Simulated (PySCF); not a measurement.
An unknown is described by computed data only.

Elements present: C, F, H, O and S. Monoisotopic mass: 170.0202 u.

| Quantity | Value |
| --- | --- |
| UV, first state | lowest singlet excitation: 4.57 eV (271 nm, f = 0.464) [TDDFT CAM-B3LYP/def2-SVPD] |
| UV, strongest line | among the 10 lowest singlet transitions: S9 at 6.83 eV (181 nm, f = 0.512) [TDDFT CAM-B3LYP/def2-SVPD] |
| Polarisability | 124.0 au [CAM-B3LYP/def2-SVPD] |
| Rotational structure | rotational constants A, B, C: 3.068, 0.443, 0.388 GHz [PBE0-D3(BJ)/def2-SVP] |
| NMR, other nuclei | isotropic shieldings of nuclei other than C and H, by class: -82 (1 O), 166 (1 F), 474 (1 S) ppm [GIAO PBE0/pcSseg-1] |
| 13C NMR | chemical shifts (computed TMS as zero) by class: 163.0 (1 C), 157.3 (1 C), 138.1 (2 C), 127.7 (2 C), 124.1 (1 C), 17.0 (1 C) ppm [GIAO PBE0/pcSseg-1] |
| 1H NMR | chemical shifts (computed TMS as zero) by class: 8.12 (2 H), 7.16 (2 H), 2.33 (3 H) ppm [GIAO PBE0/pcSseg-1] |
| Triplet | lowest triplet excitation (Tamm–Dancoff): 3.27 eV [TDA CAM-B3LYP/def2-SVPD] |
| Dipole | 4.60 D [CAM-B3LYP/def2-SVPD] |

Electronic properties: PySCF, gas phase, density fitting. Levels stand in brackets. Isolated species at its PBE0-D3(BJ)/def2-SVP geometry (one conformer only). Each NMR value is the plain mean over a class of atoms that symmetry, rotation or inversion makes alike.

**Question.** Which formula fits the mass and the elements?

**Answer.** C8H7FOS (calculated 170.0202). No other formula that holds each of these elements comes within 0.0003 u with a fitting electron parity and a possible valence count.

**Question.** What is the compound? Reason from the data.

**Answer.** Numbering: `[CH3:1][S:2][c:3]1[cH:4][cH:5][c:6]([C:7](=[O:8])[F:9])[cH:10][cH:11]1`. Its formula, C8H7FOS, gives 5 degrees of unsaturation: 1 ring and 4 π bonds in the structure found (Kekulé form). 8 carbons fall into 6 classes; from least to most shielded: acyl halide carbon [C7] (163.0 ppm), substituted aromatic carbon [C3] (157.3 ppm), aromatic CH carbon [C5/C10] (138.1 ppm, 2 C, up to 3.9 ppm apart in this geometry), aromatic CH carbon [C4/C11] (127.7 ppm, 2 C, up to 5.2 ppm apart in this geometry), substituted aromatic carbon [C6] (124.1 ppm), S-methyl carbon [C1] (17.0 ppm). Hydrogen classes from least to most shielded: 2 H on 2 aromatic CH carbons, C5/C10 (8.12 ppm), 2 H on 2 aromatic CH carbons, C4/C11 (7.16 ppm), 3 H on an S-methyl carbon, C1 (2.33 ppm). The other shieldings belong to: -82 ppm, carbonyl oxygen [O8]; 166 ppm, acyl fluorine [F9]; 474 ppm, sulfide sulfur [S2]. S1 is mainly HOMO→LUMO (weight 0.94); the largest Löwdin shares of the orbital it empties are 0.43 on the sulfide sulfur, 0.11 on each of 2 atoms of one kind (substituted aromatic carbon) and 0.08 on an aromatic CH carbon, of the orbital it fills 0.15 on a substituted aromatic carbon, 0.15 on the acyl halide carbon, 0.13 on the carbonyl oxygen and 0.12 on a substituted aromatic carbon. The optimised geometry has point group Cs and is an asymmetric top. Structure: `CSc1ccc(C(=O)F)cc1`. The assignments are read from this structure; whether some other isomer fits the data as well wasn't checked.

The values belong to the conformer `[CH3:1][S:2][c:3]1[cH:4][cH:5][c:6]([C:7](=[O:8])[F:9])[cH:10][cH:11]1`: C1–S2–C3–C4 -1°, C5–C6–C7–O8 0°.
